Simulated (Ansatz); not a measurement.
Born–Oppenheimer molecular dynamics of CH10O2Si2 (15 atoms, charge 0, multiplicity 1). It starts from a rough guess of a transition structure, not a stationary point.

All numbers below come from UKS B3LYP-D4/STO-3G (Ansatz).

| Quantity | Value |
| --- | --- |
| ensemble | NVE (velocity Verlet) |
| time step | 0.5 fs |
| steps asked | 150 |
| starting velocities drawn for | 100 K |
| seed | 118603 |

Frames 5 fs apart, positions in Å.

Velocities at 5 fs (Å/ps):

```
Si -2.44 1.59 -7.27
O 2.80 -2.42 12.17
C -0.39 0.47 -2.88
O -0.38 -1.06 0.78
Si 0.07 1.26 2.04
H 16.00 -20.96 0.64
H 2.79 -23.32 12.20
H 24.79 -3.60 32.97
H 24.41 -32.49 -22.63
H -21.65 4.02 -10.07
H 7.61 1.92 -7.91
H -8.60 9.72 -8.89
H -13.46 10.33 -2.27
H 9.39 21.27 -5.75
H -9.16 3.34 -13.97
```

```xyz
15
Properties=species:S:1:pos:R:3 time_fs=5 energy_less_start_eV=-0.458 T=372
Si 0.850 -0.631 1.137
O 0.541 -1.203 -0.768
C -0.207 -0.567 -1.816
O -0.114 0.662 1.133
Si -1.088 1.933 0.829
H 0.152 -1.497 2.075
H 2.184 -0.032 1.339
H 1.417 -2.090 -0.304
H 1.724 -2.241 0.415
H -1.058 0.076 -1.433
H -0.662 -1.364 -2.476
H 0.410 0.076 -2.524
H -0.593 2.688 -0.290
H -2.405 1.449 0.410
H -1.143 2.717 2.062
15
Properties=species:S:1:pos:R:3 time_fs=10 energy_less_start_eV=-1.405 T=935
Si 0.829 -0.619 1.087
O 0.556 -1.208 -0.694
C -0.215 -0.556 -1.830
O -0.119 0.663 1.139
Si -1.086 1.937 0.837
H 0.318 -1.613 2.060
H 2.188 -0.228 1.414
H 1.565 -2.195 -0.222
H 1.981 -2.528 0.389
H -1.078 0.034 -1.505
H -0.615 -1.348 -2.474
H 0.367 0.100 -2.489
H -0.634 2.768 -0.288
H -2.393 1.550 0.410
H -1.204 2.761 1.999
15
Properties=species:S:1:pos:R:3 time_fs=15 energy_less_start_eV=-1.846 T=1197
Si 0.795 -0.605 1.019
O 0.571 -1.206 -0.614
C -0.214 -0.550 -1.808
O -0.132 0.678 1.153
Si -1.082 1.941 0.839
H 0.539 -1.687 1.941
H 2.200 -0.453 1.439
H 1.835 -2.498 -0.120
H 2.294 -2.886 0.272
H -1.144 0.021 -1.503
H -0.551 -1.411 -2.449
H 0.441 0.147 -2.411
H -0.610 2.808 -0.210
H -2.459 1.571 0.448
H -1.255 2.831 2.002
15
Properties=species:S:1:pos:R:3 time_fs=20 energy_less_start_eV=-2.057 T=1323
Si 0.763 -0.597 0.942
O 0.576 -1.202 -0.562
C -0.190 -0.555 -1.732
O -0.149 0.703 1.179
Si -1.088 1.954 0.841
H 0.543 -1.769 1.794
H 2.175 -0.494 1.288
H 2.122 -2.847 -0.078
H 2.624 -3.276 0.145
H -1.119 -0.031 -1.473
H -0.424 -1.411 -2.378
H 0.486 0.121 -2.270
H -0.508 2.814 -0.179
H -2.418 1.538 0.506
H -1.246 2.798 1.985
15
Properties=species:S:1:pos:R:3 time_fs=25 energy_less_start_eV=-2.249 T=1437
Si 0.737 -0.590 0.881
O 0.564 -1.205 -0.571
C -0.130 -0.584 -1.612
O -0.157 0.721 1.218
Si -1.098 1.976 0.842
H 0.337 -1.760 1.671
H 2.161 -0.308 1.033
H 2.391 -3.189 -0.053
H 2.965 -3.678 0.008
H -1.115 -0.069 -1.386
H -0.335 -1.395 -2.360
H 0.524 0.155 -2.164
H -0.434 2.773 -0.193
H -2.419 1.472 0.483
H -1.214 2.779 2.053
15
Properties=species:S:1:pos:R:3 time_fs=30 energy_less_start_eV=-1.624 T=1067
Si 0.714 -0.576 0.847
O 0.552 -1.241 -0.612
C -0.076 -0.604 -1.535
O -0.156 0.726 1.266
Si -1.107 2.000 0.845
H 0.162 -1.638 1.657
H 2.115 -0.090 0.841
H 2.689 -3.555 -0.021
H 3.271 -4.051 -0.145
H -1.047 -0.144 -1.250
H -0.320 -1.307 -2.356
H 0.494 0.220 -2.031
H -0.462 2.727 -0.216
H -2.410 1.482 0.402
H -1.208 2.779 2.078
15
Properties=species:S:1:pos:R:3 time_fs=35 energy_less_start_eV=-2.167 T=1388
Si 0.696 -0.550 0.834
O 0.581 -1.340 -0.620
C -0.084 -0.567 -1.567
O -0.159 0.734 1.318
Si -1.115 2.017 0.849
H 0.165 -1.542 1.780
H 2.026 -0.007 0.787
H 3.025 -3.955 -0.007
H 3.535 -4.386 -0.280
H -1.049 -0.187 -1.112
H -0.355 -1.201 -2.441
H 0.474 0.347 -1.917
H -0.526 2.763 -0.272
H -2.374 1.585 0.335
H -1.252 2.814 2.022
15
Properties=species:S:1:pos:R:3 time_fs=40 energy_less_start_eV=-2.213 T=1417
Si 0.681 -0.522 0.837
O 0.623 -1.468 -0.626
C -0.128 -0.503 -1.627
O -0.180 0.759 1.370
Si -1.115 2.029 0.847
H 0.399 -1.473 1.905
H 2.070 -0.027 0.860
H 3.363 -4.355 -0.010
H 3.796 -4.719 -0.399
H -1.072 -0.193 -1.149
H -0.366 -1.052 -2.558
H 0.450 0.420 -1.849
H -0.579 2.809 -0.245
H -2.438 1.656 0.299
H -1.333 2.926 1.998
15
Properties=species:S:1:pos:R:3 time_fs=45 energy_less_start_eV=-1.644 T=1077
Si 0.679 -0.502 0.848
O 0.637 -1.563 -0.659
C -0.155 -0.469 -1.654
O -0.216 0.797 1.419
Si -1.121 2.045 0.842
H 0.711 -1.436 1.974
H 2.077 -0.096 0.950
H 3.684 -4.742 0.002
H 4.072 -5.065 -0.533
H -1.167 -0.179 -1.262
H -0.322 -0.905 -2.657
H 0.452 0.448 -1.810
H -0.528 2.852 -0.207
H -2.421 1.670 0.358
H -1.380 2.954 1.910
15
Properties=species:S:1:pos:R:3 time_fs=50 energy_less_start_eV=-1.466 T=972
Si 0.692 -0.493 0.864
O 0.609 -1.590 -0.709
C -0.153 -0.478 -1.651
O -0.249 0.820 1.467
Si -1.132 2.067 0.832
H 0.860 -1.423 1.968
H 2.064 -0.056 0.907
H 4.023 -5.144 0.007
H 4.330 -5.395 -0.661
H -1.185 -0.202 -1.353
H -0.227 -0.849 -2.697
H 0.459 0.453 -1.730
H -0.418 2.838 -0.188
H -2.431 1.595 0.387
H -1.396 2.988 1.923
15
Properties=species:S:1:pos:R:3 time_fs=55 energy_less_start_eV=-2.009 T=1294
Si 0.713 -0.494 0.876
O 0.542 -1.543 -0.753
C -0.117 -0.525 -1.634
O -0.268 0.814 1.512
Si -1.145 2.095 0.819
H 0.790 -1.457 1.949
H 2.067 0.125 0.709
H 4.384 -5.564 -0.035
H 4.566 -5.707 -0.742
H -1.177 -0.283 -1.366
H -0.102 -0.891 -2.671
H 0.439 0.433 -1.600
H -0.357 2.761 -0.187
H -2.424 1.535 0.340
H -1.386 2.993 1.949
15
Properties=species:S:1:pos:R:3 time_fs=60 energy_less_start_eV=-1.679 T=1100
Si 0.736 -0.492 0.876
O 0.464 -1.458 -0.755
C -0.074 -0.573 -1.616
O -0.277 0.783 1.549
Si -1.156 2.113 0.810
H 0.676 -1.504 1.933
H 1.928 0.238 0.502
H 4.743 -5.981 -0.107
H 4.804 -6.021 -0.792
H -1.164 -0.404 -1.385
H 0.015 -0.961 -2.665
H 0.413 0.448 -1.553
H -0.350 2.718 -0.250
H -2.352 1.584 0.250
H -1.383 2.984 1.909
```

Of the whole run (75 fs, mean temperature of the second half 1235 K): The conserved energy stayed within 0.25 meV per atom of its start (net change -0.051 meV per atom), so the integration is sound. The kinetic energy rose, since the run started high on the potential surface and went downhill. It ends in pieces (CH8O2Si2 + H2), so much of that is their flight and rotation, not heat. A run of 0.075 ps of so small a system gives no equilibrium averages. The orbitals were unrestricted but ended closed-shell. Limits of this set-up: minimal basis.

The run took 13 min on 1 thread of Arm Neoverse V1, with other jobs on the host, peak memory 0.17 GiB.
